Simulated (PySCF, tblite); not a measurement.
Isomers of C4H8FO2S (doublet state), one GFN2-xTB conformer each. Single-point energies are computed at B3LYP/pcH-1 (PySCF, gas phase, no added dispersion term), electronic only. GFN2-xTB treats the open shell by occupation alone, and not every SCF solution was tested for stability.

```
           SMILES  GFN2-xTB relative energy (kcal/mol)
CS(=O)(=O)C[CH]CF                                  0.0
CS(=O)(=O)CC[CH]F                                  6.8
```

Conformers: `[CH3:1][S:2](=[O:3])(=[O:4])[CH2:5][CH:6][CH2:7][F:8]` (doublet state) with C1–S2–C5–C6 109°, S2–C5–C6–C7 -68°, C5–C6–C7–F8 -23°; `[CH3:1][S:2](=[O:3])(=[O:4])[CH2:5][CH2:6][CH:7][F:8]` (doublet state) with C1–S2–C5–C6 179°, S2–C5–C6–C7 177°, C5–C6–C7–F8 73°.

**Question.** What does B3LYP/pcH-1 give for the same structures?

**Answer.** 
| SMILES | B3LYP/pcH-1 E (Eh) | B3LYP/pcH-1 (kcal/mol) | GFN2-xTB (kcal/mol) | point group |
| --- | --- | --- | --- | --- |
| CS(=O)(=O)C[CH]CF | -805.62073 | 0.0 | 0.0 | C1 |
| CS(=O)(=O)CC[CH]F | -805.61932 | 0.9 | 6.8 | C1 |

Both levels put the same isomer lowest. Neighbours under 5.0 kcal/mol apart (CS(=O)(=O)C[CH]CF and CS(=O)(=O)CC[CH]F) can change places with a better method, another conformer or zero-point energy.

**Question.** What happens when harmonic zero-point energies from GFN2-xTB frequencies are added?

**Answer.** 
```
           SMILES  ZPE (kcal/mol)  electronic (kcal/mol)  with ZPE (kcal/mol)
CS(=O)(=O)C[CH]CF            72.6                    0.0                  0.0
CS(=O)(=O)CC[CH]F            72.9                    0.9                  1.2
```

The zero-point energies span 0.3 kcal/mol. The order is unchanged.

**Question.** As an exercise, what shares would exp(−E/RT) give at 2000 K from these electronic energies alone (no entropy, no degeneracies)?

**Answer.** RT = 3.974 kcal/mol: CS(=O)(=O)C[CH]CF 55.5 %, CS(=O)(=O)CC[CH]F 44.5 %.
